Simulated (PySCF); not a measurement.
**Basis-set dependence of LiHg at PBE0**

PySCF, UKS reference; doublet, unpaired electrons σ ↑; De to Li + Hg without counterpoise correction.

```json
{"basis": "def2-SVP", "relativity": "scalar-relativistic core potentials", "functions": "41", "Re (Å)": "3.176", "ωe (cm⁻¹)": "111", "De (eV)": "0.10", "μ (D)": "-0.05"}
{"basis": "def2-SVPD", "relativity": "scalar-relativistic core potentials", "functions": "47", "Re (Å)": "3.071", "ωe (cm⁻¹)": "127", "De (eV)": "0.12", "μ (D)": "0.21"}
{"basis": "def2-TZVP", "relativity": "scalar-relativistic core potentials", "functions": "57", "Re (Å)": "3.022", "ωe (cm⁻¹)": "138", "De (eV)": "0.13", "μ (D)": "-0.29"}
```

(1) How does each smaller set differ from the one with most functions, def2-TZVP?

A positive dipole means Li(−)Hg(+). The bond is weak. Basis-set superposition, not corrected here, can be much of De in a small basis, most of all at correlated wavefunction levels. Functionals without a dispersion term scatter widely for such bonds, and LDA overbinds them. Spin–orbit coupling is left out. The state was picked by a PBE0 search and need not be the measured ground state.

Answers

(1) def2-SVP: +15.4 pm, -19.6 % in ωe, -0.03 eV in De; def2-SVPD: +4.9 pm, -8.0 % in ωe, -0.01 eV in De. All at PBE0; the set with most functions is neither the basis-set limit nor always the best.
